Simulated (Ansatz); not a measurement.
Frontier orbitals of BHOZn.

```xyz
4

B     0.691   -0.356   -0.419
O    -0.011   -1.196   -0.909
Zn   -2.081    1.098    1.282
H     1.400    0.454    0.046
```

Total charge 0; spin multiplicity 1. For Zn the d shell is correlated and the shells below it are frozen. Scalar relativity is left out up to krypton. The bonds changed during the relaxation, so this is another structure than the one it started from. Geometry: relaxed with PBE0-D4/def2-TZVP. Basis def2-TZVPP, Ansatz 0.2.0.

Orbital energies of one run (eV). Highest occupied ones, from the top: -6.23, -9.99, -10.03, -11.44, -13.08, -13.08, -13.08, -13.08, -13.08, -13.37, -27.38, -87.80, -87.80, -87.80. Empty: -1.27, -1.04, -0.85, -0.19, 0.20, 1.21.

Problem. Which functional gave them?
A. r2SCAN0
B. LC-ωPBE
C. HSE06 (plane-wave form)
D. BHLYP

Solution. C. HOMO energies: HSE06 -6.23, r2SCAN0 -6.82, BHLYP -7.33, LC-ωPBE -8.99 eV.

LC-ωPBE has ω = 0.4 bohr⁻¹.
